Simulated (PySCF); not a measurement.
C2H10AlNO2Si, singlet, geometry from GFN2-xTB (such geometries of metal compounds can be far from the true shape), with bond 8-1 at 1.4 times its length; CASSCF(4,6)/STO-3G run with PySCF.

Here is a job for PySCF.
```python
from pyscf import gto, scf, mcscf
import numpy

mol = gto.Mole()
mol.atom = '''
    Si   -1.584107    0.553102    0.598880
    C    -3.049979   -0.524402    0.039813
    N    -0.084355   -0.307668    0.439308
    C     0.007319   -1.578941    1.146988
    Al    1.353952    0.256233   -0.520687
    O     1.358172    1.677731   -1.360924
    O     2.668809   -0.733334   -0.516062
    H    -1.449438    2.244177   -0.557211
    H    -1.784823    0.906165    2.018712
    H    -3.971805    0.048929    0.044871
    H    -3.196452   -1.376417    0.697602
    H    -2.904292   -0.906470   -0.967084
    H     0.999563   -2.006753    1.020317
    H    -0.725713   -2.294863    0.765211
    H    -0.175441   -1.442833    2.216829
    H     0.907640    2.464288   -1.628398
    H     3.545959   -1.008949   -0.736618
'''
mol.basis = 'sto-3g'
mol.charge = 0
mol.spin = 0
mol.verbose = 4
mol.build()

mf = scf.RHF(mol)
mf.kernel()
mc = mcscf.CASSCF(mf, 6, 4)
mc.fix_spin_(ss=0.0)
mc.kernel()
occ = numpy.linalg.eigvalsh(mc.fcisolver.make_rdm1(mc.ci, mc.ncas, mc.nelecas))[::-1]
ss = mc.fcisolver.spin_square(mc.ci, mc.ncas, mc.nelecas)[0]
print('natural occupations', occ.round(4), ' <S^2>', round(ss, 4))
```

Predict the main parts of the log of this PySCF run.


```
PySCF version 2.14.0

[INPUT] verbose = 4
[INPUT] num. atoms = 17
[INPUT] num. electrons = 72
[INPUT] charge = 0
[INPUT] spin (= nelec alpha-beta = 2S) = 0
[INPUT] symmetry False subgroup None
[INPUT] Mole.unit = angstrom
[INPUT] Symbol           X                Y                Z      unit          X                Y                Z       unit  Magmom
[...]
nuclear repulsion = 451.286870489417
number of shells = 35
number of NR pGTOs = 159
number of NR cGTOs = 53
basis = sto-3g
ecp = {}

******** <class 'pyscf.scf.hf.RHF'> ********
method = RHF
initial guess = minao
damping factor = 0
level_shift factor = 0
DIIS = <class 'pyscf.scf.diis.CDIIS'>
diis_start_cycle = 1
diis_space = 8
diis_damp = 0
SCF conv_tol = 1e-09
SCF conv_tol_grad = None
SCF max_cycles = 50
direct_scf = True
direct_scf_tol = 1e-13
Set gradient conv threshold to 3.16228e-05
Initial guess from minao.
init E= -806.93532093242
[...]
cycle= 1 E= -806.50353628398  delta_E= 0.432  |g|= 0.69  |ddm|= 4.87
[...]
cycle= 2 E= -806.669354266112  delta_E= -0.166  |g|= 0.157  |ddm|= 1.14
[...]
cycle= 3 E= -806.677908633878  delta_E= -0.00855  |g|= 0.0364  |ddm|= 0.253
[...]
cycle= 4 E= -806.678453018079  delta_E= -0.000544  |g|= 0.00907  |ddm|= 0.0679
[...]
cycle= 5 E= -806.678490378576  delta_E= -3.74e-05  |g|= 0.00143  |ddm|= 0.0184
[...]
cycle= 6 E= -806.678491513895  delta_E= -1.14e-06  |g|= 0.000319  |ddm|= 0.00302
[...]
cycle= 7 E= -806.678491596015  delta_E= -8.21e-08  |g|= 4.92e-05  |ddm|= 0.00103
[...]
cycle= 8 E= -806.678491597932  delta_E= -1.92e-09  |g|= 1.19e-05  |ddm|= 0.000153
[...]
cycle= 9 E= -806.678491598035  delta_E= -1.02e-10  |g|= 3.04e-06  |ddm|= 3.59e-05
[...]
Extra cycle  E= -806.678491598048  delta_E= -1.34e-11  |g|= 1.31e-06  |ddm|= 7.63e-06
converged SCF energy = -806.678491598048

******** <class 'pyscf.mcscf.mc1step.CASSCF'> ********
CAS (2e+2e, 6o), ncore = 34, nvir = 13
max_cycle_macro = 50
max_cycle_micro = 4
conv_tol = 1e-07
conv_tol_grad = None
orbital rotation max_stepsize = 0.02
orbital rotation threshold for CI restart = 0.01
augmented hessian ah_max_cycle = 30
augmented hessian ah_conv_tol = 1e-12
augmented hessian ah_linear dependence = 1e-14
augmented hessian ah_level shift = 1e-08
augmented hessian ah_start_tol = 2.5
augmented hessian ah_start_cycle = 3
augmented hessian ah_grad_trust_region = 3
kf_trust_region = 3
kf_interval = 4
ci_response_space = 4
ci_grad_trust_region = 3
with_dep4 0
natorb = False
canonicalization = True
sorting_mo_energy = False
ao2mo_level = 2
internal_rotation = False
******** <class 'pyscf.fci.addons.SpinPenaltyFCISolver'> ********
max. cycles = 50
conv_tol = 1e-08
davidson only = True
linear dependence = 1e-12
level shift = 0.001
max iter space = 12
nroots = 1
pspace_size = 400
spin = None
CASCI E = -806.703203651442  S^2 = 0.0000000
Set conv_tol_grad to 0.000316228
macro iter   1 ( 21 JK    4 micro), CASSCF E = -806.716651237184  dE = -1.34475857e-02  S^2 = 0.0000000
               |grad[o]|=0.0348  |grad[c]|=0.0177  |ddm|=0.059  |maxRot[o]|=0.117
macro iter   2 ( 21 JK    4 micro), CASSCF E = -806.720386273760  dE = -3.73503658e-03  S^2 = 0.0000000
               |grad[o]|=0.0208  |grad[c]|=0.0161  |ddm|=0.0128  |maxRot[o]|=0.224
macro iter   3 ( 21 JK    4 micro), CASSCF E = -806.721713856725  dE = -1.32758297e-03  S^2 = 0.0000000
               |grad[o]|=0.00994  |grad[c]|=0.00439  |ddm|=0.00435  |maxRot[o]|=0.228
macro iter   4 ( 21 JK    4 micro), CASSCF E = -806.722378455122  dE = -6.64598397e-04  S^2 = 0.0000000
               |grad[o]|=0.00585  |grad[c]|=0.0117  |ddm|=0.0148  |maxRot[o]|=0.132
macro iter   5 ( 12 JK    3 micro), CASSCF E = -806.723478065770  dE = -1.09961065e-03  S^2 = 0.0000000
               |grad[o]|=0.00503  |grad[c]|=0.0355  |ddm|=0.0292  |maxRot[o]|=0.147
macro iter   6 ( 21 JK    4 micro), CASSCF E = -806.726843765518  dE = -3.36569975e-03  S^2 = 0.0000000
               |grad[o]|=0.00566  |grad[c]|=0.0332  |ddm|=0.0259  |maxRot[o]|=0.174
[...]
               |grad[o]|=0.00379  |grad[c]|=0.0101  |ddm|=0.00554  |maxRot[o]|=0.00814
macro iter  33 ( 21 JK    4 micro), CASSCF E = -806.732248768812  dE = -5.32453214e-07  S^2 = 0.0000000
               |grad[o]|=0.00379  |grad[c]|=0.0101  |ddm|=0.00553  |maxRot[o]|=0.00764
macro iter  34 ( 21 JK    4 micro), CASSCF E = -806.732249255058  dE = -4.86246449e-07  S^2 = 0.0000000
               |grad[o]|=0.00379  |grad[c]|=0.0101  |ddm|=0.00552  |maxRot[o]|=0.00714
macro iter  35 ( 21 JK    4 micro), CASSCF E = -806.732249696616  dE = -4.41557404e-07  S^2 = 0.0000000
               |grad[o]|=0.00379  |grad[c]|=0.0101  |ddm|=0.00552  |maxRot[o]|=0.00665
macro iter  36 ( 21 JK    4 micro), CASSCF E = -806.732250095769  dE = -3.99153237e-07  S^2 = 0.0000000
               |grad[o]|=0.00379  |grad[c]|=0.0101  |ddm|=0.00551  |maxRot[o]|=0.00618
macro iter  37 ( 21 JK    4 micro), CASSCF E = -806.732250455346  dE = -3.59576688e-07  S^2 = 0.0000000
               |grad[o]|=0.00379  |grad[c]|=0.0101  |ddm|=0.0055  |maxRot[o]|=0.00572
macro iter  38 ( 21 JK    4 micro), CASSCF E = -806.732250778375  dE = -3.23028985e-07  S^2 = 0.0000000
               |grad[o]|=0.00379  |grad[c]|=0.0101  |ddm|=0.0055  |maxRot[o]|=0.00529
macro iter  39 ( 21 JK    4 micro), CASSCF E = -806.732251067908  dE = -2.89532863e-07  S^2 = 0.0000000
               |grad[o]|=0.00378  |grad[c]|=0.0101  |ddm|=0.00549  |maxRot[o]|=0.00489
macro iter  40 ( 21 JK    4 micro), CASSCF E = -806.732251327034  dE = -2.59126637e-07  S^2 = 0.0000000
               |grad[o]|=0.00378  |grad[c]|=0.0101  |ddm|=0.00549  |maxRot[o]|=0.00452
macro iter  41 ( 21 JK    4 micro), CASSCF E = -806.732251558746  dE = -2.31711510e-07  S^2 = 0.0000000
               |grad[o]|=0.00378  |grad[c]|=0.0101  |ddm|=0.00548  |maxRot[o]|=0.00417
macro iter  42 ( 21 JK    4 micro), CASSCF E = -806.732251765893  dE = -2.07147309e-07  S^2 = 0.0000000
               |grad[o]|=0.00378  |grad[c]|=0.0101  |ddm|=0.00548  |maxRot[o]|=0.00384
macro iter  43 ( 21 JK    4 micro), CASSCF E = -806.732251951143  dE = -1.85249860e-07  S^2 = 0.0000000
               |grad[o]|=0.00378  |grad[c]|=0.0101  |ddm|=0.00548  |maxRot[o]|=0.00354
macro iter  44 ( 21 JK    4 micro), CASSCF E = -806.732252116960  dE = -1.65817141e-07  S^2 = 0.0000000
               |grad[o]|=0.00378  |grad[c]|=0.0101  |ddm|=0.00547  |maxRot[o]|=0.00327
macro iter  45 ( 21 JK    4 micro), CASSCF E = -806.732252265581  dE = -1.48621211e-07  S^2 = 0.0000000
               |grad[o]|=0.00378  |grad[c]|=0.0101  |ddm|=0.00547  |maxRot[o]|=0.00302
macro iter  46 ( 21 JK    4 micro), CASSCF E = -806.732252399027  dE = -1.33445837e-07  S^2 = 0.0000000
               |grad[o]|=0.00378  |grad[c]|=0.0101  |ddm|=0.00547  |maxRot[o]|=0.00279
macro iter  47 ( 21 JK    4 micro), CASSCF E = -806.732252519028  dE = -1.20000550e-07  S^2 = 0.0000000
               |grad[o]|=0.00378  |grad[c]|=0.0101  |ddm|=0.00546  |maxRot[o]|=0.00258
macro iter  48 ( 21 JK    4 micro), CASSCF E = -806.732252626843  dE = -1.07815708e-07  S^2 = 0.0000000
               |grad[o]|=0.00378  |grad[c]|=0.0101  |ddm|=0.00546  |maxRot[o]|=0.0024
macro iter  49 ( 21 JK    4 micro), CASSCF E = -806.732252723209  dE = -9.63652838e-08  S^2 = 0.0000000
               |grad[o]|=0.00378  |grad[c]|=0.0101  |ddm|=0.00546  |maxRot[o]|=0.00224
macro iter  50 ( 21 JK    4 micro), CASSCF E = -806.732642137318  dE = -3.89414109e-04  S^2 = 0.0000000
               |grad[o]|=0.00378  |grad[c]|=0.00788  |ddm|=0.00476  |maxRot[o]|=0.048
1-step CASSCF not converged,  50 macro (1041 JK 199 micro) steps
CASSCF canonicalization
Density matrix diagonal elements [1.88167554e+00 1.98340121e+00 1.17890375e-01 1.04169382e-02
 5.41486651e-03 1.20106982e-03]
CASSCF energy = -806.732642137318
CASCI E = -806.732642137318  E(CI) = -3.88753250840170  S^2 = 0.0000000
natural occupations [1.9838e+00 1.8824e+00 1.1790e-01 1.5100e-02 6.0000e-04 2.0000e-04]  <S^2> 0.0
```

The run did not converge; its last values are not results.
